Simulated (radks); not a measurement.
Spherical quantum dot in the effective-mass picture: electrons in a well V = -V0 / (1 + exp((r - R)/a)) with V0 = 2.75, R = 13.5, a = 1, all in effective atomic units (hartree* = m*/eps^2 hartree, bohr* = eps/m* bohr), one dielectric constant everywhere. Method: non-relativistic Kohn-Sham, LDA (Slater exchange, Perdew-Wang correlation), spin-polarised, spherical densities; computed with a radial shooting solver with Libxc functionals. Levels are named by radial order and angular momentum (1s, 1p, 1d, 2s, ...), and open shells are averaged over m. Results are scaled to m* = 0.257 and eps = 4.2, for which hartree* = 396.4 meV and bohr* = 0.8648 nm.

N = 3, configuration 1s2 1p(up 1, down 0). This is the lowest configuration that the search found (a dilute case). Occupied and some empty levels:

level    occupation  eigenvalue (meV)  <r> (nm)
1s up             1           -964.78     6.032
1s down           1           -961.48     6.016
1p up             1           -954.60     6.502
1p down           0           -951.22     6.513
1d up             0           -938.74     6.890
1d down           0           -935.40     6.909
1f up             0           -918.33     7.215
2s up             0           -915.87     5.016
1f down           0           -915.10     7.238
2s down           0           -913.82     5.005

Energy (meV): total -3073.86, kinetic 52.585, external -3245.4, Hartree 224.77, exchange-correlation -105.80.

Electron density:

r (nm)  n(r) (e/nm^3)
0.900       0.0007756
1.87        0.0009083
2.83         0.001123
3.80         0.001377
4.76         0.001571
5.73         0.001560
6.69         0.001252
7.66        0.0007429
8.63        0.0002893
9.59       0.00006277
10.6        6.035e-06
11.5        2.166e-07
12.5        3.196e-09
